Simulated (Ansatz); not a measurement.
A nudged elastic band was laid between two geometries of C2H4SSi (8 atoms, charge 0, multiplicity 1).

Theory: RKS BHLYP-D4/def2-SVP in Ansatz.

| Property | Result |
| --- | --- |
| movable images | 7 |
| climbing image | yes |
| spring | 5.0 eV/Å² |
| optimiser | quadratic models (default) |
| start path | IDPP |
| force threshold | 0.05 eV/Å |
| iteration limit | 60 |
| end points | relaxed |

First end point:

```xyz
8
Properties=species:S:1:pos:R:3
C -0.972 1.806 -1.103
Si -0.012 0.492 -1.274
C 0.641 -0.598 0.126
S -0.630 -0.884 1.392
H -1.554 2.641 -1.460
H 1.512 -0.084 0.543
H 0.978 -1.544 -0.301
H 0.037 -1.827 2.078
```

Last end point:

```xyz
8
Properties=species:S:1:pos:R:3
C -0.849 1.889 -0.531
Si -0.337 0.437 -1.076
C 0.722 -0.826 -0.148
S -0.205 -1.736 1.123
H -1.391 2.819 -0.614
H 1.598 -0.329 0.272
H 1.078 -1.585 -0.848
H -0.617 -0.669 1.821
```

**Question.** What changes between the two ends?

**Answer.** No bond is made or broken. The dihedral H6–C3–S4–H8 goes from -71 to 67°.

**Question.** What energy profile does the band end with?

**Answer.** The forces met the threshold. The highest image is number 3 of 0 to 8, 0.059 eV above the first end and 0.130 eV above the last; the last end lies 0.071 eV below the first. A vibrational analysis at the climbing image gives one clearly imaginary mode, 210i cm⁻¹: a first-order saddle point.

```
image  path coordinate (Å)  energy (eV)  dihedral H6–C3–S4–H8 (°)
    0                 0.00        0.000                       -71
    1                 0.75        0.017                       -72
    2                 1.51        0.025                       -52
    3                 2.26        0.059                       -10
    4                 2.70        0.032                        20
    5                 3.13       -0.018                        47
    6                 3.56       -0.042                        58
    7                 4.00       -0.062                        62
    8                 4.43       -0.071                        67
```

**Question.** What is the geometry of the highest image?

**Answer.** 
```xyz
8
Properties=species:S:1:pos:R:3
C -0.632 2.138 -0.906
Si -0.689 0.508 -0.896
C 0.442 -0.735 -0.025
S -0.505 -1.868 1.056
H -0.997 3.110 -1.197
H 1.152 -0.160 0.568
H 1.003 -1.310 -0.763
H 0.227 -1.684 2.162
```

**Question.** What are the harmonic wavenumbers there?

**Answer.** 210i, 33, 139, 210, 567, 613, 697, 763, 771, 957, 1130, 1169, 1194, 1457, 2790, 3176, 3255, 3406 cm⁻¹.

The run took 2.9 min on 1 thread of Intel(R) Xeon(R) 6975P-C (Granite Rapids) (shared host), peak memory 0.18 GiB.
